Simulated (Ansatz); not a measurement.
One change: `O[SiH]([SiH3])[SiH2]S` becomes `O[SiH]([SiH3])[AlH][Cl]`.

Ansatz, PBE0-D4/def2-TZVP geometries, multiplicity 1. Each molecule was computed in one conformer, which needn't be the lowest.

| property | `O[SiH]([SiH3])[SiH2]S` |
| --- | --- |
| LUMO energy (B3LYP/def2-TZVPP) / eV | -1.18 |
| LUMO energy (PBE/def2-TZVPP) / eV | -1.84 |
| HOMO energy (PBE0/def2-TZVPP) / eV | -7.32 |
| HOMO–LUMO gap (ωB97M-V/def2-TZVPP) / eV | 10.01 |
| HOMO–LUMO gap (B3LYP/def2-TZVPP) / eV | 5.92 |
| size of the dipole moment (B3LYP/def2-TZVPP) / D | 1.04 |

(1) Give the same properties after the change, and the shifts. (Estimate.)

Answers

(1) The calculation gave: 
```json
{"property": "LUMO energy (B3LYP/def2-TZVPP) / eV", "`O[SiH]([SiH3])[AlH][Cl]`": "-2.26", "shift": "-1.08"}
{"property": "LUMO energy (PBE/def2-TZVPP) / eV", "`O[SiH]([SiH3])[AlH][Cl]`": "-2.81", "shift": "-0.97"}
{"property": "HOMO energy (PBE0/def2-TZVPP) / eV", "`O[SiH]([SiH3])[AlH][Cl]`": "-7.41", "shift": "-0.09"}
{"property": "HOMO–LUMO gap (ωB97M-V/def2-TZVPP) / eV", "`O[SiH]([SiH3])[AlH][Cl]`": "8.90", "shift": "-1.11"}
{"property": "HOMO–LUMO gap (B3LYP/def2-TZVPP) / eV", "`O[SiH]([SiH3])[AlH][Cl]`": "4.96", "shift": "-0.96"}
{"property": "size of the dipole moment (B3LYP/def2-TZVPP) / D", "`O[SiH]([SiH3])[AlH][Cl]`": "0.98", "shift": "-0.06"}
```

With PBE0 the HOMO falls by 0.09 eV and the LUMO falls by 1.07 eV, so the gap narrows by about 0.98 eV. PBE moves the HOMO by -0.12 eV and ωB97M-V by -0.02 eV. The zero-point energy changes by -49.2 kJ/mol with -6 modes. Dipoles are sizes alone; their direction can turn.

Positive LUMOs are unbound, so they and the gaps depend on the basis.

B3LYP here is the variant with VWN-RPA as its local correlation; programs differ in this.
